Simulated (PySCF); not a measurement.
# Orbital picture of InB⁺

PBE0 at R = 2.990 Å; In def2-SVP with ECP28, B def2-SVP; scalar-relativistic core potentials (PySCF 2.14). State: ²Π (doublet), unpaired electrons π ↑, a second solution, started from another occupation. Only the outer orbitals are listed, counted within each symmetry, core potentials removing the inner ones.

```csv
spin,orbital,occ.,ε (eV),on In (%),main shells (%)
α,1δ,1,-27.92,100,100 In d
α,2π,1,-27.91,100,100 In d
α,1δ,1,-27.91,100,100 In d
α,4σ,1,-27.90,100,100 In d
α,2π,1,-27.89,100,100 In d
α,5σ,1,-16.76,32,"66 B s, 30 In s"
α,6σ,1,-14.86,68,"67 In s, 32 B s"
α,3π,1,-10.47,8,92 B p
α,7σ,0,-8.59,43,"55 B p, 41 In p"
α,3π,0,-7.93,47,"53 B p, 46 In p"
α,4π,0,-7.18,93,93 In p
β,4σ,1,-27.92,100,100 In d
β,2π,1,-27.92,100,100 In d
β,1δ,1,-27.91,100,100 In d
β,1δ,1,-27.89,100,100 In d
β,2π,1,-27.88,100,100 In d
β,5σ,1,-16.13,63,"61 In s, 34 B s"
β,6σ,1,-14.20,41,"60 B s, 37 In s"
β,7σ,0,-8.31,44,"50 B p, 43 In p"
β,3π,0,-7.76,62,"61 In p, 38 B p"
β,3π,0,-7.42,88,"88 In p, 12 B p"
```

Problem. Which are the highest filled and the lowest empty level, where do they sit, and how wide is the gap?

Solution. Highest filled α 3π at -10.47 eV (in %: 92 B p); lowest empty α 7σ at -8.59 eV (in %: 55 B p, 41 In p); the gap at PBE0 is 1.88 eV.

| Property | Result |
| --- | --- |
| bond order (Mayer) | 0.36 |
| ⟨S²⟩ | 0.759 |
| charge on In (Mulliken, basis-dependent) | 0.89 |
| charge on In (Löwdin, basis-dependent) | 0.83 |
| dipole moment (positive dipole points towards B; it is taken about the centre of mass and depends on that origin) | 0.97 D |

Spin–orbit coupling is left out.
